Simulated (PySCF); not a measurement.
# Frontier levels across methods

Species: C3H10GeSi.
Atom-mapped SMILES: `[SiH3:1][GeH2:2][CH:3]1[CH2:4][CH2:5]1` (hydrogens: H6, H7, H8 on Si1; H9, H10 on Ge2; H11 on C3; H12, H13 on C4; H14, H15 on C5)

Cartesian coordinates in Å at the PBE0-D3(BJ)/def2-SVP level; atoms count from 1:
```
atom  x, y, z in Å
Si1    2.6999   -0.3527    0.0451
Ge2    0.6613    0.1211   -1.0948
C3    -0.7088    0.6600    0.1746
C4    -1.4301   -0.3796    0.9922
C5    -2.1628    0.3611   -0.0809
H6     3.7504   -0.8452   -0.8987
H7     2.4659   -1.4010    1.0866
H8     3.2109    0.8798    0.7225
H9     0.8816    1.2227   -2.1543
H10    0.1560   -1.1486   -1.8165
H11   -0.5002    1.6058    0.6863
H12   -1.1948   -1.4352    0.8215
H13   -1.6565   -0.1427    2.0355
H14   -2.4311   -0.1825   -0.9922
H15   -2.8976    1.1140    0.2178
```

Basis pcSseg-1 throughout (PySCF), one geometry. Isolated species at its PBE0-D3(BJ)/def2-SVP geometry (one conformer only). The calculation is non-relativistic, for germanium too.

Q: How do the orbital energies, the gap and the dipole change with the method?

A: 
```json
{"method": "BLYP", "kind": "GGA", "HOMO (eV)": "-6.47", "LUMO (eV)": "-0.20", "gap (eV)": "6.27", "μ (D)": "0.87", "SCF cycles": "13"}
{"method": "B97-D", "kind": "GGA", "HOMO (eV)": "-6.58", "LUMO (eV)": "-0.23", "gap (eV)": "6.35", "μ (D)": "0.88", "SCF cycles": "12"}
{"method": "OPBE", "kind": "GGA", "HOMO (eV)": "-6.62", "LUMO (eV)": "-0.17", "gap (eV)": "6.45", "μ (D)": "0.88", "SCF cycles": "12"}
{"method": "PBE", "kind": "GGA", "HOMO (eV)": "-6.63", "LUMO (eV)": "-0.35", "gap (eV)": "6.28", "μ (D)": "0.88", "SCF cycles": "13"}
{"method": "KT2", "kind": "GGA", "HOMO (eV)": "-6.68", "LUMO (eV)": "-0.48", "gap (eV)": "6.20", "μ (D)": "0.85", "SCF cycles": "12"}
{"method": "KT3", "kind": "GGA", "HOMO (eV)": "-6.69", "LUMO (eV)": "-0.34", "gap (eV)": "6.35", "μ (D)": "0.83", "SCF cycles": "12"}
{"method": "BP86", "kind": "GGA", "HOMO (eV)": "-6.73", "LUMO (eV)": "-0.43", "gap (eV)": "6.30", "μ (D)": "0.89", "SCF cycles": "13"}
{"method": "LDA", "kind": "LDA", "HOMO (eV)": "-6.74", "LUMO (eV)": "-0.55", "gap (eV)": "6.19", "μ (D)": "0.86", "SCF cycles": "13"}
{"method": "B97-2", "kind": "global hybrid", "HOMO (eV)": "-7.51", "LUMO (eV)": "0.45", "gap (eV)": "7.96", "μ (D)": "0.84", "SCF cycles": "11"}
{"method": "B3LYP", "kind": "global hybrid", "HOMO (eV)": "-7.53", "LUMO (eV)": "0.28", "gap (eV)": "7.81", "μ (D)": "0.83", "SCF cycles": "11"}
{"method": "PBE0", "kind": "global hybrid", "HOMO (eV)": "-7.75", "LUMO (eV)": "0.45", "gap (eV)": "8.20", "μ (D)": "0.84", "SCF cycles": "11"}
{"method": "mPW1PW91", "kind": "global hybrid", "HOMO (eV)": "-7.78", "LUMO (eV)": "0.46", "gap (eV)": "8.24", "μ (D)": "0.83", "SCF cycles": "11"}
{"method": "BHandHLYP", "kind": "global hybrid", "HOMO (eV)": "-8.74", "LUMO (eV)": "1.34", "gap (eV)": "10.09", "μ (D)": "0.78", "SCF cycles": "10"}
{"method": "CAM-B3LYP", "kind": "range-separated hybrid", "HOMO (eV)": "-9.00", "LUMO (eV)": "1.50", "gap (eV)": "10.50", "μ (D)": "0.76", "SCF cycles": "10"}
{"method": "wB97X-D", "kind": "range-separated hybrid", "HOMO (eV)": "-9.53", "LUMO (eV)": "2.16", "gap (eV)": "11.69", "μ (D)": "0.79", "SCF cycles": "11"}
{"method": "HF", "kind": "Hartree–Fock", "HOMO (eV)": "-10.31", "LUMO (eV)": "3.58", "gap (eV)": "13.88", "μ (D)": "0.79", "SCF cycles": "10"}
{"method": "LC-wPBE", "kind": "range-separated hybrid", "HOMO (eV)": "-10.32", "LUMO (eV)": "2.59", "gap (eV)": "12.92", "μ (D)": "0.74", "SCF cycles": "11"}
```

The HOMO spans 3.86 eV, from BLYP down to LC-wPBE, and the gap runs from 6.19 eV (LDA) to 13.88 eV (HF). Over the methods BLYP (0 %), B97-D (0 %), OPBE (0 %), PBE (0 %), KT2 (0 %), KT3 (0 %), BP86 (0 %), LDA (0 %), B97-2 (21 %), B3LYP (20 %), PBE0 (25 %), mPW1PW91 (25 %), BHandHLYP (50 %), HF (100 %), a straight line through the gap against the share of exact exchange rises by 0.76 eV for each 10 % (correlation coefficient 1.000). The dipole ranges from 0.74 D (LC-wPBE) to 0.89 D (BP86). This basis has no diffuse functions.
